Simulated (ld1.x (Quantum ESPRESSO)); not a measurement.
**Ranking TM potentials for Cl**

All share these settings but for the change named:

```json
{"Element": "Cl (Z = 17)", "Generator": "ld1.x (Quantum ESPRESSO) 7.5", "Type": "norm-conserving Troullier–Martins (Kleinman–Bylander form)", "Functional": "PBE", "Relativity": "scalar-relativistic", "Frozen core": "[Ne]", "Valence charge": "7", "Reference configuration": "3s2 3p5", "Partial waves": "3s (bound): rc 1.30 bohr; 3p (bound): rc 1.00 bohr; 3d channel at 0.05 Ry: rc 1.35 bohr", "Local potential": "the d channel", "Core correction": "a·sin(br)/r model core, default radius (core density twice the valence density)"}
```

Test errors are all-electron minus pseudo excitation energies from the reference, over 3s2 3p4; 3s2 3p3; 3s2 3p2; 3s2 3p4.5; 3s2 3p1; 3s1 3p5; 3s2 3p5.3. None of these files shows a bound ghost.

The base gives 304.0 meV.

Of 7 variants that were run, those that failed, showed a ghost or another fault, or gave nearly equal values are left out.

A variant can come out equal or close to the base, since the largest error may sit in a test that the change hardly touches while other tests move.

Rank these variants by their largest absolute test error, smallest first.
A. wave 3s (bound): rc 1.30 bohr becomes 3s (bound): rc 1.92 bohr
B. wave 3s (bound): rc 1.30 bohr becomes 3s (bound): rc 0.90 bohr
C. wave 3s (bound): rc 1.30 bohr becomes 3s (bound): rc 1.60 bohr
D. wave 3s (bound): rc 1.30 bohr becomes 3s (bound): rc 1.18 bohr

D (308.3 meV), C (396.7 meV), B (458.6 meV), A (614.1 meV).
